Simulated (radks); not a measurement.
Charge is removed step by step from the 2s down level of neutral neon, starting from [He] 2s(up 1, down 1) 2p6. All-electron calculation, scalar-relativistic Kohn-Sham, SCAN, spin-polarised, spherical densities, finite nucleus; meta-GGA in the generalised Kohn-Sham scheme; Fermi nuclear charge, rms radius 3.0055 fm. Program: a radial shooting solver on a logarithmic mesh with Libxc functionals.

removed (e)  E - E(0) (eV)  eigenvalue (eV)
0                    0.000          -38.491
0.25                10.154          -42.820
0.5                 21.419          -47.292
0.75                33.802          -51.790

The mean slope of the eigenvalue, de/dn, is 17.7 eV per electron.
